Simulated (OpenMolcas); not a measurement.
Co4+ among 6 point charges of -1.5 e arranged as a tetragonal octahedron (D4h), 1.72 Å from the ion, with the axial distance 1.651 Å.

```json
{
 "Program": "OpenMolcas 26.06",
 "Method": "SS-CASPT2, IPEA 0.25 Eh, imaginary shift 0.1 Eh (closed shells correlated: 3s 3p)",
 "Basis": "ANO-RCC-VDZP [5s4p2d1f]",
 "Scalar Hamiltonian": "DKH2, point nucleus",
 "Active space": "5 electrons in 5 orbitals (3d)",
 "State averaging": "2S+1 = 6 even, 1 root; 2S+1 = 4 even, 24 roots; 2S+1 = 2 even, 75 roots",
 "Spin-orbit coupling": "state interaction with AMFI integrals over the reference wave functions"
}
```

(1) What is the spin-free ground state (labels of D4, the rotations of D4h)?

(2) What are the lowest two levels with spin-orbit coupling?

(3) What is χT at 300 K, and how does it compare with the textbook value?

## Answers

(1) 6A1, 1-fold in its orbital part, 100 % from free-ion S terms; it has the highest spin that d5 allows.

(2) A 2-fold level E3/2 with g = 0.02, 0.02, 10.01, then a 2-fold level E3/2 0 cm-1 above it. Their leading multiplicities are 6 (100 %) and 6 (100 %).

(3) The lowest level has 2S+1 = 6, for which the spin-only value is χT = S(S+1) / 2 = 4.375 cm3 K/mol (g = 2). The computed 4.385 at 300 K differs by +0.010, little more than the free-electron g of 2.0023 accounts for.

Point charges give a weaker field than real ligands, and real ions of this kind are often low spin; the high spin found here belongs to the model. Free-ion shares, where given, are those of the reference states; single-state CASPT2 does not remix them. Point charges carry no covalency, so the field is a model and not that of real ligands. No measured value stands beside these numbers.
